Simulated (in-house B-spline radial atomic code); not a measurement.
A radial electron density 4πr²n(r) was computed for an atom or ion in its tabulated ground configuration with an all-electron radial atomic-structure program (B-spline basis); method: non-relativistic BP86, spin-polarised, spherical fractional occupations. Columns: r (bohr), 4πr²n(r) (electrons per bohr), bar.

```
 0.00151    2.295 #
 0.00183    3.263 ##
 0.00221    4.578 ##
 0.00268    6.417 ###
 0.00325    8.905 #####
 0.00394     12.2 #######
 0.00478    16.48 #########
  0.0058    21.88 ############
 0.00702    28.31 ###############
 0.00851    35.78 ###################
  0.0103    43.76 #######################
  0.0125     51.7 ############################
  0.0152    58.52 ###############################
  0.0184    62.85 #################################
  0.0223    64.05 ##################################
   0.027    62.17 #################################
  0.0327    58.63 ###############################
  0.0397    56.19 ##############################
  0.0481    57.98 ###############################
  0.0583    65.19 ###################################
  0.0707    75.39 ########################################
  0.0856    82.56 ############################################
   0.104    81.22 ###########################################
   0.126    71.67 ######################################
   0.153    61.57 #################################
   0.185    59.87 ################################
   0.224    65.96 ###################################
   0.272    68.76 #####################################
   0.329    58.41 ###############################
   0.399    38.77 #####################
   0.484    23.98 #############
   0.586    21.24 ###########
   0.711     23.9 #############
   0.861    22.45 ############
    1.04    15.67 ########
    1.27    7.679 ####
    1.53     2.88 ##
    1.86   0.7219 
    2.25   0.1255 
    2.73  0.01315 
    3.31 0.0007734
```

Question: Which atom or ion is it?
A. In7+
B. Te7+
C. Sb7+
D. Sb6+

Answer: C. The area under the curve, ∫4πr²n dr = ∫r·4πr²n d(ln r) on this logarithmic grid, is 44 electrons, which only this option has. The configuration is [Kr] 4d8.
